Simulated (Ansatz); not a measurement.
`[OH][SnH]([F])[F]` + CH₄ → `[CH3][SnH]([OH])[F]` + H–F at 298.15 K and 1 bar (formal exchange of groups at the Sn–F bond).

Computed with Ansatz on PBE0-D4/def2-TZVP structures; ΔE is electronic, products minus reactants. CCSD(T)/CBS is the MP2 limit (def2-TZVPP, def2-QZVPP) plus CCSD(T) − MP2 in def2-TZVPP, frozen cores. This one scheme is used for every species. Elements past krypton have def2 core potentials. For Sn outer-core shells are correlated without core-valence functions, which leaves a few kJ/mol of doubt a bond. Each species was taken in one conformer, which may not be the lowest.

```csv
species,CCSD(T)/CBS energy (Eh),H − E (kJ/mol),S (J/(mol·K))
`[OH][SnH]([F])[F]`,-490.06891,81.4,333.4
CH₄,-40.46206,127.4,186.2
`[CH3][SnH]([OH])[F]`,-430.11060,173.6,359.7
H–F,-100.39570,33.5,173.6
```

H − E and S are ideal-gas, rigid-rotor, harmonic terms from PBE0-D4/def2-TZVP, for one conformer and one mirror image of each species. 1 Eh = 2625.50 kJ/mol, R = 8.31446 J/(mol·K).

Question: By hand: ΔE, ΔH, ΔS and ΔG.

Answer: ΔE = (-430.11060) + (-100.39570) − (-490.06891) − (-40.46206) = 0.02467 Eh = 64.8 kJ/mol. Δ(H − E) = 173.6 + 33.5 − 81.4 − 127.4 = -1.7, so ΔH = 63.1 kJ/mol. ΔS = 359.7 + 173.6 − 333.4 − 186.2 = 13.7 J/(mol·K). ΔG = 63.1 − 298.15 × (13.7)/1000 = 59.0 kJ/mol.

Question: By hand: the equilibrium constant, and the temperature at which ΔG would vanish if ΔH and ΔS stayed fixed.

Answer: log₁₀ K = −ΔG/(RT ln 10) = -10.3. ΔG = 0 at ΔH/ΔS = 4606 K, far beyond where these terms or the molecules hold.

The number of gas molecules stays the same, so ΔS is small and ΔH decides. A doubt of 5 kJ/mol in ΔE shifts log₁₀ K by 0.9 here. Other conformers and mirror images would add mixing entropy, several J/(mol·K) or more a flexible species. Modes under 60 cm⁻¹, often nearly free rotors, make the harmonic entropy too high. These are equilibria of isolated gas molecules and say nothing of rates. Largest T1 diagnostic: 0.015 (customary marks: 0.02 for closed shells, 0.045 for open ones).
